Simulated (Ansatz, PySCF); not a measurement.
This PySCF input computes a r2SCAN/def2-TZVPD energy:

```python
from pyscf import gto, scf, dft

mol = gto.M(
    atom='''
    B     0.76089046    0.10061924    0.00637154
    C    -0.67712499   -0.08954219   -0.00567010
    H     1.53824431   -0.77249955   -0.35005774
    H     1.27861662    1.14499785    0.37364555
    H    -1.16512551   -1.01227838   -0.32891878
    H    -1.39343780    0.67393705    0.30749390
    ''',
    basis='def2-tzvpd',
    charge=-1,
    spin=0,
    verbose=4,
)

mf = dft.RKS(mol, xc='r2scan').density_fit(auxbasis='def2-universal-jkfit')
mf.grids.level = 4
mf.conv_tol = 1e-9
mf.max_cycle = 100
mf.max_memory = 1500
mf.kernel()
if not mf.converged:
    mf = mf.newton()
    mf.kernel(mf.make_rdm1())
mf.analyze()
```

### Question
Write an input for the same energy in Ansatz (an electronic-structure program) and say what it gives.

### Answer

Ansatz 0.2 input:
```yaml
crystal:
  periodic: [false, false, false]
  atoms:
    - {symbol: B, position_ang: [0.76089046, 0.10061924, 0.00637154]}
    - {symbol: C, position_ang: [-0.67712499, -0.08954219, -0.00567010]}
    - {symbol: H, position_ang: [1.53824431, -0.77249955, -0.35005774]}
    - {symbol: H, position_ang: [1.27861662, 1.14499785, 0.37364555]}
    - {symbol: H, position_ang: [-1.16512551, -1.01227838, -0.32891878]}
    - {symbol: H, position_ang: [-1.39343780, 0.67393705, 0.30749390]}
basis:
  gaussian:
    orbitals: def2-TZVPD
hamiltonian:
  xc: {name: r2SCAN}
total_charge: -1
output: {forces: true}
```
It gives -65.31970 Eh, and PySCF -65.31973 Eh, a difference of 0.03 mEh, from the treatment of integrals and grids.

It need not be the lowest isomer of its formula. Whether it binds its extra electron was not tested at this geometry.
